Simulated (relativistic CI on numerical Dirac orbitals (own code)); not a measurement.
**One change at a time: S2+**

Base calculation: Dirac-Coulomb-Breit CI, separate exchange-only KLI orbitals for each configuration, model QED (radiative potential, 1s self-energy scaled to tabulated hydrogen-like ionisation energies), valence Slater integrals scaled by 0.85, P86 correlation energy added to each configuration.

Configurations in the expansion (outside the closed core [Ne]): 3s2.3p2, 3s.3p3, 3s2.3p.3d, 3p4, 3s.3p2.3d, 3s2.3p.4s, 3s2.3p.4p, 3s2.3p.4d, 3s2.3p.5s, 3s2.3p.4f, 3s2.3d.4p, 3s2.3p.5p, 3s2.3d2, 3s.3d3, 3p2.3d2, 3p.3d3, 3p.3d2.4s, 3p.3d2.4p, 3p.3d2.4d, 3s2.3d.4s, 3s.3d2.4s, 3s2.4s2, 3s.3d.4s2. Double excitations out of closed p, d and f shells are left out; levels of such configurations are missing from the list, as are those of other unlisted configurations, and high levels can miss mixing partners. These lack a partner that the ground configuration has and come out too high: 3s2.3p.5s, 3s2.3p.4f, 3s2.3p.5p.

The lowest level and the first level of each name with at least 55 % of one term (blank where a level has no safe partner in the second run):

| Level | Base (cm⁻¹) | Shift (cm⁻¹) |
| --- | --- | --- |
| 3s2.3p2 3P_0 | 0.0 | 0.0 |
| 3s2.3p2 3P_1 | 290.9 | -1.6 |
| 3s2.3p2 3P_2 | 812.0 | -4.5 |
| 3s2.3p2 1D_2 | 11794.9 | +19.3 |
| 3s2.3p2 1S_0 | 26328.6 | -132.9 |
| 3s.3p3 5S°_2 | 62727.1 | -451.4 |
| 3s.3p3 3D°_1 | 91484.1 | -471.2 |
| 3s.3p3 3D°_2 | 91510.0 | -470.8 |
| 3s.3p3 3D°_3 | 91561.9 | -470.3 |
| 3s.3p3 3P°_2 | 105638.4 | -477.5 |
| 3s.3p3 3P°_1 | 105653.3 | -477.7 |
| 3s.3p3 3P°_0 | 105660.4 | -477.7 |
| 3s2.3p.3d 1D°_2 | 115630.6 | -397.0 |
| 3s2.3p.3d 3F°_2 | 133106.7 | -317.2 |
| 3s2.3p.3d 3F°_3 | 133393.1 | -314.8 |
| 3s2.3p.3d 3F°_4 | 133788.6 | -311.6 |
| 3s.3p3 1P°_1 | 144706.7 | -447.0 |
| 3s.3p3 3S°_1 | 151678.5 | -431.4 |
| 3s2.3p.3d 3P°_2 | 155068.8 | -406.5 |
| 3s2.3p.4s 3P°_2 | 158090.2 | +1481.9 |
| 3s2.3p.4s 1P°_1 | 159635.6 | +1804.7 |
| 3s2.3p.3d 3D°_1 | 160337.2 | -356.9 |

For a near-neutral ion this model can misplace configurations by up to about 10,000 cm⁻¹ (more where the count of f electrons changes) and terms by 10 to 25 % of their spread. Rates follow the energies as ν³ (E1, M1) or ν⁵ (E2), so they and the lifetimes can be off by large factors. The fine structure of a lone outer electron comes out too small, for d and f at times inverted, and misplaced configurations move strength between like terms. 51 of the 56 excited levels that our extract of the measured tables holds in this range could be paired (the sources list more); they are missed by 9927 cm⁻¹ on average and 15973 at most, and levels without a partner can miss by more.

**Question.** One thing was changed in a second run, which moved the levels as shown. Which?
A. self-excluded LDA correlation estimate
B. Breit term removed
C. QED terms removed
D. one mean potential for all configurations
E. configuration mixing switched off
F. no correlation estimate
G. only the first 3 configurations

**Answer.** D. One mean potential for all configurations. One potential for all configurations removes the relaxation of the orbitals, which moves whole configurations and changes the integrals a little.

LS names give the leading component of a level, which can be under half, so a name can repeat, a term be missing and a line seem to break the LS rules.
